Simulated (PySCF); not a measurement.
Compound: C₃H₇FSi.
Numbering: `[CH3:1][Si@@H:2]1[CH2:3][C@@H:4]1[F:5]` (hydrogens: H6, H7, H8 on C1; H9 on Si2; H10, H11 on C3; H12 on C4)

Method used: PBE0-D3(BJ)/def2-SVP geometry optimisation, gas phase (PySCF 2.14.0).

Some entries are withheld. Bonds in one row agree within 0.01 Å.

```
         coordinate    value
             C1–Si2        ?
             Si2–C3  1.869 Å
              C3–C4  1.526 Å
              C4–F5        ?
             Si2–C4        ?
C1–H6, C1–H7, C1–H8  1.100 Å
             Si2–H9  1.487 Å
             C3–H10  1.098 Å
             C3–H11  1.096 Å
             C4–H12  1.099 Å
          Si2–C1–H6        ?
          Si2–C1–H7        ?
           H6–C1–H7   108.1°
           H6–C1–H8   108.7°
          C1–Si2–C3   117.6°
          C1–Si2–C4   117.7°
          C1–Si2–H9   117.7°
          C3–Si2–C4    48.1°
          C3–Si2–H9        ?
          C4–Si2–H9   118.6°
          Si2–C3–C4    66.1°
         Si2–C3–H10   115.6°
         Si2–C3–H11   123.7°
          C4–C3–H10   113.6°
          C4–C3–H11        ?
         H10–C3–H11   112.5°
```

Question: Estimate the withheld lengths and angles.

Answer: 
- C1–Si2 = 1.866 Å, drawn single (Si-methyl carbon to SiH silicon); equal to the sum of covalent radii, 1.87 Å.
- C4–F5 = 1.371 Å, drawn single (sp3 C–F carbon to alkyl fluorine); 0.04 Å above the sum of covalent radii, 1.33 Å.
- Si2–C4 = 1.875 Å, drawn single (SiH silicon to sp3 C–F carbon); equal to the sum of covalent radii, 1.87 Å.
- Si2–C1–H6 = 108.2°, at the Si-methyl carbon; the outer atoms are 2.444 Å apart.
- Si2–C1–H7 = 111.1°, at the Si-methyl carbon; the outer atoms are 2.485 Å apart.
- C3–Si2–H9 = 118.8°, at the SiH silicon; the outer atoms are 2.895 Å apart.
- C4–C3–H11 = 117.4°, at the sp3 carbon bound to silicon; the outer atoms are 2.252 Å apart.

Radii are Cordero's, carbon taken as 0.76, 0.73 or 0.69 Å for four, three, and two or fewer neighbours.

Whether it is a minimum is left open (no frequencies).

Hardware: one thread of an Arm Neoverse V1 (shared host). Cost: 27 s of wall time. This is the geometry optimisation.
